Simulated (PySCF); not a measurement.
## Tb²⁺ (terbium, charge +2) across methods

[Xe] 4f8 6s1, high-spin 8F determinant (an excited configuration). Computed with PySCF 2.14 in cc-pVDZ-X2C, with scalar relativity by spin-free X2C-1e. The B2PLYP total includes its PT2 part (frozen core); its orbital energies are those of the SCF part.

| method | E (hartree) | mean ε 4f α (eV) | mean ε 4f β (eV) | mean ε 6s α (eV) | Σ⟨r²⟩ (bohr²) | ⟨S²⟩ |
| --- | --- | --- | --- | --- | --- | --- |
| B2PLYP | -11706.80 | -34.388 | -28.199 | -17.754 | 49.40 | 15.754 |
| BP86 | -11709.12 | -27.788 | -23.054 | -16.920 | 49.15 | 15.752 |
| PBE | -11707.46 | -27.697 | -22.814 | -16.713 | 49.17 | 15.752 |
| LDA | -11699.11 | -27.964 | -22.764 | -16.986 | 49.11 | 15.752 |
| UHF | -11703.55915 | -40.347 | -32.610 | -18.492 | 49.71 | 15.755 |
| r2SCAN | -11707.73 | -28.201 | -22.875 | -16.824 | 49.24 | 15.755 |
| PBE0 | -11707.38 | -31.077 | -25.571 | -17.261 | 49.22 | 15.753 |
| r2SCAN0 | -11707.60 | -31.480 | -25.635 | -17.381 | 49.26 | 15.755 |

Spin-orbit coupling, absent here, splits the open shell strongly.
